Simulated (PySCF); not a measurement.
# ECD: `C[SiH2][C@H]([SiH3])[Si@@H](N)F`, C₂H₁₂FNSi₃

Geometry (Å), atoms numbered from 1 in this order:
```xyz
19

C    -2.388   -1.019    0.041
Si   -1.354   -0.005    1.264
C     0.252    0.595    0.429
Si   -0.043    1.595   -1.158
Si    1.478   -0.816    0.158
N     3.006   -0.152   -0.255
F     1.781   -1.577    1.552
H    -2.721   -0.408   -0.793
H    -1.820   -1.851   -0.364
H    -3.270   -1.428    0.522
H    -1.054   -0.814    2.451
H    -2.130    1.173    1.691
H     0.719    1.278    1.144
H    -1.121    2.567   -0.962
H    -0.390    0.708   -2.275
H     1.174    2.327   -1.536
H     0.970   -1.896   -0.686
H     3.078    0.469   -1.041
H     3.823   -0.737   -0.188
```

Method used: TDDFT CAM-B3LYP/def2-SVPD circular dichroism and optical rotation, one conformer, gas phase in PySCF. Geometry: GFN2-xTB.

The molecule is flexible and this is one conformer; a measurement averages over conformers.

Task: What are the CIP labels of the stereocentres?

Result: C3 S, Si5 S.

Task: Which excitations and rotatory strengths does the calculation give?

Result: Rotatory strengths R in 10⁻⁴⁰ esu² cm², velocity form and length form (origin at the centre of mass); f in length form.
| state | E (eV) | λ (nm) | f | R (velocity) | R (length) | main |
| --- | --- | --- | --- | --- | --- | --- |
| 1 | 6.78 | 183 | 0.028 | +18.3 | +17.0 | HOMO→LUMO 0.85 |
| 2 | 7.23 | 172 | 0.004 | +16.4 | +15.7 | HOMO→LUMO+2 0.27, HOMO→LUMO+1 0.26 |
| 3 | 7.85 | 158 | 0.005 | +9.8 | +10.0 | HOMO→LUMO+3 0.49, HOMO→LUMO+1 0.21 |
| 4 | 7.96 | 156 | 0.051 | +51.2 | +50.1 | HOMO−1→LUMO 0.42, HOMO→LUMO+2 0.19 |
| 5 | 8.05 | 154 | 0.017 | -5.3 | -5.5 | HOMO−2→LUMO 0.46, HOMO−2→LUMO+1 0.17 |
| 6 | 8.13 | 152 | 0.015 | -9.0 | -8.9 | HOMO→LUMO+1 0.24, HOMO−1→LUMO 0.20 |
| 7 | 8.30 | 149 | 0.035 | +18.4 | +17.1 | HOMO−3→LUMO+1 0.37, HOMO−3→LUMO 0.22 |
| 8 | 8.34 | 149 | 0.007 | +2.0 | +1.3 | HOMO−1→LUMO+2 0.13, HOMO−3→LUMO+1 0.12 |

Among the states computed, the strongest CD band (largest |R|) is state 4. The largest dissymmetry factor in size, g = 4R/(D+G), with D and G the electric and magnetic dipole strengths, is +0.04 for state 2 (velocity form, f = 0.004), among bands with |R| over 0.5. The mirror image has the same energies and oscillator strengths and all R with the opposite sign.
